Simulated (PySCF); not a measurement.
SMILES CC(=O)B1NBNBN1, C$_{2}$H$_{8}$B$_{3}$N$_{3}$O

Molfile (atoms numbered from 1):
```
C2H8B3N3O
     RDKit          3D

 17 17  0  0  0  0  0  0  0  0999 V2000
   -2.8258    0.3992    0.0061 C   0  0  0  0  0  0  0  0  0  0  0  0
   -1.7531   -0.5958   -0.3607 C   0  0  0  0  0  0  0  0  0  0  0  0
   -2.0391   -1.6730   -0.8504 O   0  0  0  0  0  0  0  0  0  0  0  0
   -0.1936   -0.2594   -0.1203 B   0  0  0  0  0  0  0  0  0  0  0  0
    0.2954    0.9677    0.4133 N   0  0  0  0  0  0  0  0  0  0  0  0
    1.6950    1.1973    0.6019 B   0  0  0  0  0  0  0  0  0  0  0  0
    2.5865    0.1491    0.2329 N   0  0  0  0  0  0  0  0  0  0  0  0
    2.1450   -1.0990   -0.3078 B   0  0  0  0  0  0  0  0  0  0  0  0
    0.7407   -1.2674   -0.4690 N   0  0  0  0  0  0  0  0  0  0  0  0
   -3.8224   -0.0360   -0.1488 H   0  0  0  0  0  0  0  0  0  0  0  0
   -2.7213    1.3033   -0.6186 H   0  0  0  0  0  0  0  0  0  0  0  0
   -2.7160    0.7201    1.0554 H   0  0  0  0  0  0  0  0  0  0  0  0
   -0.3518    1.7022    0.6683 H   0  0  0  0  0  0  0  0  0  0  0  0
    2.1013    2.2430    1.0543 H   0  0  0  0  0  0  0  0  0  0  0  0
    3.5793    0.2955    0.3588 H   0  0  0  0  0  0  0  0  0  0  0  0
    2.9314   -1.9659   -0.6107 H   0  0  0  0  0  0  0  0  0  0  0  0
    0.3467   -2.1229   -0.8485 H   0  0  0  0  0  0  0  0  0  0  0  0
  1  2  1  0
  2  3  2  0
  2  4  1  0
  4  5  1  0
  5  6  1  0
  6  7  1  0
  7  8  1  0
  8  9  1  0
  9  4  1  0
  1 10  1  0
  1 11  1  0
  1 12  1  0
  5 13  1  0
  6 14  1  0
  7 15  1  0
  8 16  1  0
  9 17  1  0
M  END
```

Method: quadratic response CAM-B3LYP/aug-cc-pVDZ first hyperpolarisability, Taylor convention, gas phase in PySCF 2.14.0. Geometry: PBE0-D3(BJ)/def2-SVP.

**Question.** Give the tensor of the second harmonic β(−2ω;ω,ω) at 1064 nm in the axes of these coordinates.

**Answer.** In au, Taylor convention; rows are the first index (the induced dipole):
|  | xx | yy | zz | xy | xz | yz |
| --- | --- | --- | --- | --- | --- | --- |
| x | +128.5 | +19.1 | -3.9 | -11.8 | +2.0 | +11.6 |
| y | -12.0 | -36.9 | -19.5 | +19.3 | +12.1 | +8.4 |
| z | +2.1 | +8.3 | -31.6 | +12.1 | -4.6 | -19.3 |

Norm of βᵢ = ⅓ Σⱼ (βᵢⱼⱼ + βⱼᵢⱼ + βⱼⱼᵢ): 160.2 au, hyper-Rayleigh value 64.2 au.
